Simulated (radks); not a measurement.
The cobalt ion Co+, configuration [Ar] 3d8. Calculated with a radial shooting solver on a logarithmic mesh with Libxc functionals: Dirac Kohn-Sham, PBE, spin-unpolarised, spherical densities, finite nucleus; open shells fill j = l - 1/2 first; Fermi nuclear charge, rms radius 3.7875 fm.

Unscreened Slater integrals over Kohn-Sham orbitals (cm^-1). Large and small components are both included.

integral,value
"F0(3d5/2,3d5/2)",182610
"F2(3d5/2,3d5/2)",80773
"F4(3d5/2,3d5/2)",49591
"F0(3d5/2,3d3/2)",183270
"F2(3d5/2,3d3/2)",81097
"G2(3d5/2,3d3/2)",81034
"G4(3d5/2,3d3/2)",49759
"F0(3d5/2,3p3/2)",207110
"F2(3d5/2,3p3/2)",94655
"G1(3d5/2,3p3/2)",117190
"G3(3d5/2,3p3/2)",70215
"F0(3d5/2,3p1/2)",208200
"G3(3d5/2,3p1/2)",70463
"F0(3d3/2,3d3/2)",183940
"F2(3d3/2,3d3/2)",81426
"F0(3d3/2,3p3/2)",207960
"F2(3d3/2,3p3/2)",95137
"G1(3d3/2,3p3/2)",117760
"G3(3d3/2,3p3/2)",70572
"F0(3d3/2,3p1/2)",209060
"G1(3d3/2,3p1/2)",118350
"F0(3p3/2,3p3/2)",240180
"F2(3p3/2,3p3/2)",119620
"F0(3p3/2,3p1/2)",241650
"G2(3p3/2,3p1/2)",120250
"F0(3p1/2,3p1/2)",243150
